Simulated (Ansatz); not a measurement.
Species: C2HClF2, charge 0, singlet. C2HClF2 ((E)-1-chloro-1,2-difluoroethene, SMILES F/C=C(\F)Cl).
B3LYP-D3(BJ)/def2-TZVP minimum from Ansatz (an electronic-structure program):
```
C
C 1 1.3243
F 1 1.3288 2 122.47
F 2 1.3397 1 120.82 3 0.00
H 2 1.0780 1 123.82 3 180.00
Cl 1 1.7143 2 123.25 5 0.00
```

Atomisation energy term by term, kcal/mol (programs: Ansatz). UHF or UKS for unpaired electrons; spin-orbit terms are left out. Cores are frozen in correlated methods. Rows without X2C or -DK are non-relativistic. CBS(X,Y): correlation extrapolated as X^-3, Hartree-Fock from the larger set. A bracket is a step between two methods taken in the basis named. '+ core + X2C': CCSD(T) terms for core correlation (cc-pwCVTZ, 1s frozen past Ne) and scalar relativity (cc-pVTZ-DK). Where a partner has so few electrons that a lower coupled-cluster level is exact, that level stands in.

| term | basis | kcal/mol |
|---|---|---|
| Hartree-Fock | cc-pV(Q+d)Z | 367.55 |
| CCSD correlation | CBS(cc-pV(T+d)Z,cc-pV(Q+d)Z) | 166.74 |
| (T) | CBS(cc-pV(T+d)Z,cc-pV(Q+d)Z) | 16.55 |
| CCSDT(Q) - CCSD(T) | cc-pV(D+d)Z | 0.94 |
| core correlation | cc-pwCVTZ | 2.64 |
| scalar relativity | X2C, cc-pVTZ-DK | -0.88 |
| sum: De |  | 553.5 |
